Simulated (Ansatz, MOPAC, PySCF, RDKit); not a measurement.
Torsion H3–O1–Si2–H4 in H2OSi (SMILES O[SiH]); at each angle all else is relaxed with GFN2-xTB, and the levels are single points there.
Geometry at 180° (charge 0, multiplicity 1):
| atom | x (Å) | y (Å) | z (Å) |
|---|---|---|---|
| O | -0.7513 | 0.2951 | 0.2673 |
| Si | 0.7532 | 0.6048 | -0.3343 |
| H | -1.3395 | -0.3565 | -0.1005 |
| H | 1.0064 | 1.6455 | 0.6884 |

On the grid 0° to 330°, 270° is the highest and 180° the lowest point at CCSD(T)/CBS(cc-pV(T+d)Z, cc-pV(Q+d)Z).

Cores are frozen in the correlated methods. Rows in 3-21G carry no dispersion term and start afresh at each structure. The state that PM3 reach isn't checked.

The values were computed with Ansatz (a first-principles code) with Gaussian orbitals; MOPAC for PM3 (differences of heats of formation); PySCF for 3-21G rows; RDKit for the force fields. Values without a source in brackets are computed.

```
level                energy at 270° less that at 180° (meV)
-------------------  --------------------------------------
UFF                                                  1195.9
PM3                                                   431.5
r2SCAN/def2-TZVPP                                         ?
B3LYP/3-21G                                               ?
wB97X-V/def2-TZVPP                                    382.4
wB97M-V/def2-TZVPP                                    379.4
SCS-MP2/cc-pV(D+d)Z                                   442.5
SCS-MP2/cc-pV(Q+d)Z                                   384.9
CCSD(T)/cc-pV(D+d)Z                                   441.6
```

What belongs in the gaps?


- r2SCAN/def2-TZVPP, energy at 270° less that at 180° (meV): 402.0
- B3LYP/3-21G, energy at 270° less that at 180° (meV): 510.1
